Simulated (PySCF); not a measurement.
C₄H₁₃FSi₃.
Bonds: F1–C2, C2–Si3, C2–Si4, C2–Si5, Si5–C6, C6–C7, C7–C8, C6–C8. Hydrogens: H9, H10, H11 on Si3; H12, H13, H14 on Si4; H15, H16 on Si5; H17 on C6; H18, H19 on C7; H20, H21 on C8.

Method used: PBE0-D3(BJ)/def2-SVP geometry optimisation, gas phase in PySCF 2.14.0.

(1) Give the optimised bond lengths and angles.

## Answers

(1) 
```csv
bond,length (pm)
F1–C2,142.7
"C2–Si3, C2–Si4",190.1
C2–Si5,190.5
Si5–C6,186.0
"C6–C7, C6–C8",151.1
C7–C8,149.2
Si3–H9 and 5 like bonds,149.3
"Si5–H15, Si5–H16",149.6
C6–H17,109.6
"C7–H18, C8–H20",109.3
"C7–H19, C8–H21",109.5
```

Bonds in one row agree within 1 pm and their mean is given. A selection of angles:
```csv
angle,degrees
F1–C2–Si3,106.5
F1–C2–Si5,106.1
Si3–C2–Si4,112.3
Si3–C2–Si5,112.6
C2–Si5–C6,111.2
Si5–C6–C7,120.2
C7–C6–C8,59.2
C6–C7–C8,60.4
```

Torsions: F1–C2–Si5–C6 67° (synclinal); C2–Si5–C6–C7 87° (synclinal); Si5–C6–C7–C8 110° (anticlinal); Si5–C6–C8–C7 -109° (anticlinal). The mirror-image conformer, all signs reversed, is as good.

The 3-membered ring C6–C7–C8 has internal angles of 59.2° to 60.5°. Si5 (SiH2 silicon) is tetrahedral (angles from 107.5° to 111.7°). The 4 C–Si bonds span 1.860 Å (Si5–C6, drawn single) to 1.905 Å (C2–Si5, drawn single), a spread of 0.045 Å. Si3 (SiH3 silicon) is tetrahedral (angles from 108.8° to 110.0°). Of the pairs four or more bonds apart, Si4···C7 is among the closest relative to their van der Waals radii: 3.76 Å, 99 % of the sum of Bondi's values.

Point group: C1 (no symmetry element, even within 0.4 Å). No frequency check. The numbers are those of one conformer.

The run took 3.6 min wall on x86-64 server, one thread (shared host). That covers the optimisation of the geometry.
